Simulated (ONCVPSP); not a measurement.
He (Z = 2): one change to an ONCV potential, before and after

He (Z = 2), optimised norm-conserving Vanderbilt (ONCV), made with ONCVPSP 4.0.1 (PBE, scalar-relativistic). Core none, reference 1s1 (charge +1). Waves: 1s: rc 0.45 bohr, ncon 3, nbas 7, qcut 17.1 1/bohr, 2 projectors, debl 2.8 Ha; p scattering state at 0.38 Ha: rc 0.45 bohr, ncon 5, nbas 9, qcut 15.1 1/bohr, 1 projector. Local part: polynomial inside 0.30 bohr (lpopt 5, dvloc0 0 Ha). Core correction: none.

Change: all radii scaled by about 1.29 (s 0.58, p 0.58 bohr); local potential polynomial inside 0.38 bohr (lpopt 5, dvloc0 0 Ha).

Cutoffs: the cutoffs (Ha) at which the residual kinetic energy of the hardest occupied pseudo-wave falls to 1 and 0.1 mHa per electron; they do not see the model core or the augmentation charge, which bear on the density cutoff. Errors are all-electron minus pseudo energies relative to the spin-unpolarised reference configuration.

Predict the effect on cutoff, ghosts and configuration errors.

The potential gets softer (103 Ha and 139 Ha → 85 Ha and 111 Ha); neither file shows a bound ghost. A larger radius leaves more room for a smooth pseudo-wave, so fewer plane waves are needed.

```tsv
quantity	base	changed
cutoff, loose	103 Ha	85 Ha
cutoff, tight	139 Ha	111 Ha
bound ghosts	none	none
GHOST(+) flags under 300 eV	none	none
error for 1s2, meV [ΔE -26.96 eV]	+5.1	+7.4
error for 1s1.5, meV [ΔE -16.41 eV]	+2.3	+2.9
```
